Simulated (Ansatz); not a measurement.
Computed with frozen-core CCSD(T)/cc-pVTZ // PBE-D3(BJ)/def2-TZVP run with Ansatz (a quantum-chemistry and plane-wave program). The restricted HF reference is unstable towards unrestricted orbitals.

Ansatz 0.2 input:
```yaml
crystal:
  periodic: [false, false, false]
  atoms:
    - { symbol: C, position_ang: [-1.762069, -0.392144, -0.716473] }
    - { symbol: Si, position_ang: [-0.55401, 0.678246, -0.11769] }
    - { symbol: Si, position_ang: [1.532352, -0.094117, 0.564548] }
    - { symbol: H, position_ang: [-1.58694, -1.46634, -0.795322] }
    - { symbol: H, position_ang: [-2.746707, -0.051108, -1.041185] }
    - { symbol: H, position_ang: [-0.845474, 2.140814, -0.030416] }
    - { symbol: H, position_ang: [1.561655, -1.575742, 0.369648] }
    - { symbol: H, position_ang: [1.775549, 0.22401, 2.006448] }
    - { symbol: H, position_ang: [2.625642, 0.536381, -0.239558] }
basis:
  gaussian: { orbitals: cc-pVTZ }
correlation:
  method: ccsd_t
```

Output:

```
Functional definition: HF
1032 factors; integrals over basis functions are off by at most 1.1e-3 eV
mean field evaluation 1: about -16845.6782 eV, gradient 3.2e1 eV
mean field evaluation 2: about -16845.8456 eV, gradient 3.2e1 eV
mean field evaluation 4: about -16849.1896 eV, gradient 3.5e0 eV
mean field evaluation 8: about -16849.2767 eV, gradient 3.1e-1 eV
mean field evaluation 16: about -16849.2777 eV, gradient 1.7e-6 eV
mean field -16849.27768741 eV, -619.1995341616 hartree, gradient 1.7e-6 eV, S^2 0.000000; 0 other end points of the search recorded, 0 dependent functions left out; unrestricted orbitals would lower it
11 core orbitals not correlated
reference -16849.27768741 eV, -619.1995341616 hartree; 9, 9 occupied and 162, 162 virtual orbitals, 1032 factors
second order -11.40747415 eV of doubles, -0.00000000 eV of singles
cycle   1  -12.24661363 eV  change   -8.4e-1 eV  update   9.3e-2
cycle   2  -12.67945513 eV  change   -4.3e-1 eV  update   3.2e-2
cycle   3  -12.75586811 eV  change   -7.6e-2 eV  update   1.4e-2
cycle   4  -12.75215691 eV  change    3.7e-3 eV  update   4.2e-3
cycle   5  -12.75207279 eV  change    8.4e-5 eV  update   1.5e-3
cycle   6  -12.75180045 eV  change    2.7e-4 eV  update   4.7e-4
cycle   7  -12.75189805 eV  change   -9.8e-5 eV  update   2.0e-4
cycle   8  -12.75197236 eV  change   -7.4e-5 eV  update   8.1e-5
cycle   9  -12.75195317 eV  change    1.9e-5 eV  update   2.7e-5
cycle  10  -12.75194244 eV  change    1.1e-5 eV  update   8.7e-6
perturbative correction -0.56513052 eV, -0.0207681636 hartree
Total energy: -16862.59476037 eV, -619.6889275663 hartree
```

Cost: very roughly 21 core-seconds.
